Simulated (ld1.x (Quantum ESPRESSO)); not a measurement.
Values are calculated unless marked as measured or tabulated.
## Potentials for zinc compared

Generated with ld1.x 7.5 (TM, RRKJ, ultrasoft, PAW), atompaw 4.2 or ONCVPSP 4.0.1. The cutoff is in Ry: for ld1.x and atompaw files where the sum of valence levels is converged to 10 mRy in a Bessel basis, for ONCV files where the hardest occupied wave has 1 mHa per electron of residual kinetic energy. The error is the largest all-electron minus pseudo excitation energy over each file’s own four to seven test configurations (ionisations up to +4, promotions, holes and added fractions of an electron), all of which were solved. The labels leave out finer settings (local radius, basis sizes, second energies), which also bear on the numbers. Spin-polarised tests are not counted. The rows are a selection from randomly drawn settings: files with unsolved tests, undetermined cutoffs or missed reference levels are left out.

A true bound ghost makes a file unfit for plane-wave use even where its test errors are small: the radial tests pick states by their node count and pass the ghost by.

```csv
potential,cutoff (Ry),largest error (meV),bound ghosts
"TM, LDA (PZ), scalar-relativistic, rc 1.85/2.60 (sp), local s, core correction no, reference 4s1.5 4p0.5",10,+148,none
"PAW, PBEsol, scalar-relativistic, rc 1.05/1.05/1.30 (spd), local smoothed, core correction yes, reference 3s2 3p6 3d10 4s2 4p0",100,-23,none
"TM, BLYP, scalar-relativistic, rc 0.85/1.10/1.20 (spd), local s, core correction yes, reference 3s2 3p6 3d10 4s0 4p0",230,+828,none
```

(1) Fill in the row for Zn: PAW, PW91, scalar-relativistic, rc 1.20/1.10/1.50 (spd), local smoothed, core correction yes, reference 3s2 3p6 3d10 4s2 4p0.

(2) Fill in the row for Zn: TM, PBE, scalar-relativistic, rc 1.30/2.05/1.15 (spd), local d, core correction yes, reference 3d9 4s0 4p0.

(3) Fill in the row for Zn: TM, LDA (PZ), scalar-relativistic, rc 1.95/2.25/2.15 (spd), local smoothed, core correction yes, reference 4s2 4p0.

Answers

(1) cutoff 80 Ry, largest error -39 meV, bound ghosts: none.

(2) cutoff 200 Ry, largest error -217 meV, bound ghosts: s, p.

(3) cutoff 10 Ry, largest error -216 meV, bound ghosts: d.
